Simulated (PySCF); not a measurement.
Positional isomers: propene methyl+boryl. All species are isolated molecules in the gas phase. One relaxed conformer stands for each flexible species; it need not be the lowest. Strings in code marks are SMILES.

The numbers are results of B3LYP-D3(BJ)/def2-TZVP // M06-2X/def2-TZVP in PySCF, not measurements. B3LYP has the VWN-RPA correlation part, as in Gaussian. Delta-SCF ions had no search for a lower state. Excitations are Tamm–Dancoff values on a coarser integration grid. The basis has no diffuse functions, so Rydberg states are missing or too high.

```tsv
species	vertical ionisation energy (Delta-SCF) (eV)	LUMO (eV)	brightest of the four lowest singlets (TDA) (eV)	S1 excitation (TDA) (eV)	HOMO (eV)
`C(C)C(=C)B`	9.97	-2.13	5.64	5.13	-7.70
`B/C(C)=C/C`	9.55	-1.91	5.58	5.31	-7.31
`C/C(B)=C/C`	9.44	-2.03	5.19	5.12	-7.22
`BC=C(C)C`	9.65	-1.94	5.60	5.23	-7.41
`C(/C=C/B)C`	10.02	-1.97	5.89	5.42	-7.73
`B/C=C\CC`	9.97	-2.11	5.67	5.08	-7.68
`BCC(=C)C`	9.03	-1.60	–	4.20	-6.74
`BC/C=C\C`	9.17	-1.29	–	4.58	-6.84
```
